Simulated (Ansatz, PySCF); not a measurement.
C₃HClF₂, SMILES FC=C=C(F)Cl. Atoms are numbered in the order given.

```xyz
7

F     -2.7845    -0.7906    -0.3176
C     -1.8114    -0.0565    -0.8657
C     -0.5627    -0.1049    -0.4768
C      0.6912    -0.0961    -0.1106
F      1.6200    -0.8949    -0.6243
Cl     1.3459     0.9561     1.1018
H     -2.1823     0.5832    -1.6754
```

Coordinates come from a B3LYP-D3(BJ)/def2-SVP optimisation. The structure was generated by enumeration; whether it is a known compound was not checked.

Two levels are set side by side: PBE-D3(BJ)/def2-SVP (Ansatz, an electronic-structure program) and B3LYP-D3(BJ)/def2-SVP (Ansatz). Each level has its own optimised geometry; the coordinates shown are those of the second. Frequencies come from the Hessian of PySCF at each geometry. Differences are taken from unrounded values.

| quantity | B3LYP-D3(BJ) |
|---|---|
| mean bond length (Å) | 1.352 |
| bond F1–C2 (Å) | 1.337 |
| bond C2–C3 (Å) | 1.309 |
| bond C3–C4 (Å) | 1.306 |
| bond C4–F5 (Å) | 1.328 |
| bond C4–Cl6 (Å) | 1.734 |
| bond C2–H7 (Å) | 1.097 |
| highest harmonic wavenumber (cm⁻¹) | 3168 |
| mean harmonic wavenumber (cm⁻¹) | 956 |
| zero-point energy (kcal/mol) | 20.49 |

Task: What does PBE-D3(BJ) give, and how far is it from B3LYP-D3(BJ)? (Estimate from the structure and the level; the computed values follow.)

Result: 
| quantity | PBE-D3(BJ) | PBE-D3(BJ) minus B3LYP-D3(BJ) |
|---|---|---|
| mean bond length (Å) | 1.359 | 0.008 |
| bond F1–C2 (Å) | 1.344 | 0.008 |
| bond C2–C3 (Å) | 1.318 | 0.009 |
| bond C3–C4 (Å) | 1.316 | 0.009 |
| bond C4–F5 (Å) | 1.336 | 0.007 |
| bond C4–Cl6 (Å) | 1.736 | 0.003 |
| bond C2–H7 (Å) | 1.106 | 0.009 |
| highest harmonic wavenumber (cm⁻¹) | 3087 | -82 |
| mean harmonic wavenumber (cm⁻¹) | 925 | -31 |
| zero-point energy (kcal/mol) | 19.83 | -0.66 |

Exact exchange shortens and stiffens bonds; PBE has none. Differences between two approximate levels are no errors against the true value.
